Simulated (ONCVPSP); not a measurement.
**u(r) = r·R(r): atom against pseudo-atom (Mn (Z = 25))**

Columns: radius, all-electron u(r) and pseudo u(r) of the 3p shell (level -54.59 eV) of manganese in the configuration [Ne] 3s2 3p6 3d5 4s2; PBE, scalar-relativistic, ONCV scheme, ONCVPSP 4.0.1.

```
r (bohr)  all-electron  pseudo
   0.072       -0.3730  0.0256
   0.145       -0.5897  0.1020
   0.217       -0.4473  0.2213
   0.290       -0.1156  0.3765
   0.362        0.2489  0.5485
   0.435        0.5751  0.7237
   0.507        0.8229  0.8791
   0.580        0.9938  1.0036
   0.652        1.0912  1.0850
   0.725        1.1313  1.1234
   0.798        1.1269  1.1220
   0.870        1.0915  1.0894
   0.942        1.0358  1.0351
   1.015        0.9668  0.9665
   1.088        0.8912  0.8911
   1.160        0.8147  0.8145
   1.232        0.7390  0.7389
   1.305        0.6654  0.6653
   1.378        0.5959  0.5958
   1.450        0.5323  0.5322
   1.522        0.4738  0.4738
   1.595        0.4198  0.4198
   1.668        0.3710  0.3710
   1.740        0.3278  0.3277
   1.812        0.2890  0.2890
   1.885        0.2540  0.2540
```

Problem. How many radial nodes do the two functions have?

Solution. The all-electron 3p function has n − l − 1 = 1; the pseudo-wave has 0, since the states of the same l below it are removed with the core.

Problem. At about which radius was the pseudo-wave matched?

Solution. 1.10 bohr. The columns agree to 0.0005 from 1.01 bohr on; several derivatives are matched, so the curves merge somewhat inside the radius.

Problem. Is the pseudo-wave norm-conserving?

Solution. Yes: the ONCV scheme keeps the norm inside the radius equal to the all-electron one, which fixes the energy derivative of the logarithmic derivative at the level.
